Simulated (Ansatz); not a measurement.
Species: CH5N2S, charge 1, singlet. CH5N2S+ (SMILES NC(N)=[SH+]).
B3LYP-D3(BJ)/def2-TZVP minimum from Ansatz (a quantum-chemistry and plane-wave program):
```xyz
9

N      0.8762    -1.2731    -0.2923
C     -0.0808    -0.4062    -0.0098
N     -1.3164    -0.8127     0.2274
S      0.1969     1.3115     0.0361
H      0.7174    -2.2699    -0.2486
H      1.7862    -0.9705    -0.5993
H     -1.6013    -1.7708     0.0846
H     -2.0210    -0.1679     0.5517
H      1.5345     1.2332     0.1473
```
Charge +1, spin multiplicity 1.

Total energies in cc-pV(D+d)Z, 24 correlated electrons, 8 frozen orbitals. Open shells are spin-unrestricted; no spin-orbit coupling. Correlated methods leave the cores frozen. No relativity.

```json
[
 {"method": "HF", "program": "Ansatz", "energy (Eh)": "-547.01658", "minus CCSDT(Q) (mEh)": "656.70"},
 {"method": "MP2", "program": "Ansatz", "energy (Eh)": "-547.60993", "minus CCSDT(Q) (mEh)": "63.35"},
 {"method": "CCSD", "program": "Ansatz", "energy (Eh)": "-547.65030", "minus CCSDT(Q) (mEh)": "22.97"},
 {"method": "CCSD(T)", "program": "Ansatz", "energy (Eh)": "-547.67078", "minus CCSDT(Q) (mEh)": "2.50"},
 {"method": "CCSDT(Q)", "program": "Ansatz", "energy (Eh)": "-547.67328", "minus CCSDT(Q) (mEh)": "0.00"}
]
```

Rough core times of Ansatz's runs on a shared machine: CCSD(T) under 20 s, CCSDT(Q) 50 min.
